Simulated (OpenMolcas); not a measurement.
What dynamic correlation does to the levels of Re4+

```
Program             : OpenMolcas
Basis               : ANO-RCC-VQZP [9s8p6d4f3g2h]
Scalar Hamiltonian  : DKH2, point nucleus
Active space        : 3 electrons in 5 orbitals (5d)
State averaging     : 2S+1 = 4 even, 10 roots; 2S+1 = 2 even, 40 roots
Spin-orbit coupling : RASSI with atomic mean-field integrals over the reference wave functions, term energies averaged over their components
```

Methods on the same reference wave functions:
A. CASSCF
B. SS-CASPT2, IPEA 0.25 Eh, imaginary shift 0.1 Eh (closed shells correlated: 5s 5p)
C. MS-CASPT2, IPEA 0.25 Eh, imaginary shift 0.1 Eh (closed shells correlated: 5s 5p)

Energies in cm-1 above 5d3 4F 3/2, the measured ground level; measured values from the list in Brasseur, Gamrath and Quinet, At. Data Nucl. Data Tables 157, 101636 (2024).

```json
{"Level": "5d3 4F 3/2", "A": "0.0", "B": "0.0", "C": "0.0", "Measured": "0.0"}
{"Level": "5d3 4F 5/2", "A": "4585", "B": "4920", "C": "4960", "Measured": "4853"}
{"Level": "5d3 4F 7/2", "A": "8876", "B": "9070", "C": "9120", "Measured": "8973"}
{"Level": "5d3 4F 9/2 [63 %]", "A": "12331", "B": "11980", "C": "12060", "Measured": "11914"}
{"Level": "5d3 4P 1/2 [65 %]", "A": "17056", "B": "15230", "C": "14740", "Measured": "14325"}
{"Level": "5d3 2G 7/2", "A": "21258", "B": "19250", "C": "19300", "Measured": "19013"}
{"Level": "5d3 2H 9/2 [56 %]", "A": "21892", "B": "20070", "C": "20380", "Measured": "19967"}
{"Level": "5d3 4P 5/2", "A": "23139", "B": "21450", "C": "21470", "Measured": "20922"}
{"Level": "5d3 2P 1/2 [65 %]", "A": "27953", "B": "25410", "C": "24280", "Measured": "23669"}
{"Level": "5d3 2H 11/2", "A": "29747", "B": "27110", "C": "27620", "Measured": "27077"}
{"Level": "5d3 2D 5/2(1)", "A": "32704", "B": "29440", "C": "29600", "Measured": "28739"}
{"Level": "5d3 2G 9/2 [55 %]", "A": "32804", "B": "30640", "C": "30860", "Measured": ""}
{"Level": "5d3 2P 3/2 [54 %]", "A": "37335", "B": "34430", "C": "33460", "Measured": ""}
{"Level": "5d3 2F 5/2", "A": "40222", "B": "35250", "C": "35310", "Measured": "34162"}
{"Level": "5d3 2F 7/2", "A": "40336", "B": "35580", "C": "35630", "Measured": "34625"}
{"Level": "5d3 2D 5/2(2)", "A": "60423", "B": "54090", "C": "54040", "Measured": "52467"}
{"Level": "5d3 2D 3/2(2)", "A": "60425", "B": "53810", "C": "53960", "Measured": ""}
```

Deviations, from unrounded energies. A percentage is the sum of absolute deviations over the sum of measured energies, with the sign that they share, or ± where signs differ.

```tsv
Against measurement	Levels	A	B	C
mean absolute deviation (cm-1)	13	3100	630	600
fine structure of the ground term (%)	3	±3.0	+0.9	+1.6
other terms of the ground configuration (%)	10	+14.5	+2.9	+2.7
```

B, C lie about equally close to measurement and A furthest from it. The largest miss of C in the table is 5d3 2D 5/2(2), by +1600 cm-1. The ranking rests on the paired levels alone, and a cruder setting can come out closer through cancelling errors.

Between B and C the level of the table that moves most is 5d3 2P 1/2 [65 %], by 1100 cm-1 (lowest in C, highest in B). Moves below CASPT2's spread within the term are not significant.

The mean deviations of B to C differ by less than CASPT2's widest spread within a term (960 cm-1), so their order carries little weight.

From A to B the spin-free energies of the other terms of 5d3 shown, above 4F, scale by factors of 0.80 to 0.85, as is usual when dynamic correlation screens the repulsion within a d or f shell.

The lowest spin-free term lies below A's lowest term by 0.276 hartree in B, 0.276 hartree in C.

Term energies are means over components that CASPT2 splits; among the terms shown or strongly mixed into the levels shown the widest spread is 960 cm-1 (5d3 2H, B). Without dynamic correlation excited terms often stand tens of per cent too high (terms of higher spin than the ground term too low), and those without a measured partner can miss by more than the paired ones (holds for A). The CASPT2 spread within a term exceeds the gap to the next term for 5d3 2P and 5d3 2H, so the order of their levels is uncertain (holds for B). Measured partners are found by configuration, term and J. A level has none where our copy of the source lacks it or the pairing is in doubt (some pairs that miss far off the trend of their configuration count as doubtful), and it then counts in no deviation. Only configurations of the active space appear. The table leaves out levels that lie high or whose names do not pair safely across all columns.

A share in square brackets marks a mixed level and gives the weight of the term that names it, the lowest over the columns. A number in round brackets counts repeated terms of one configuration in the order of the reference energies.
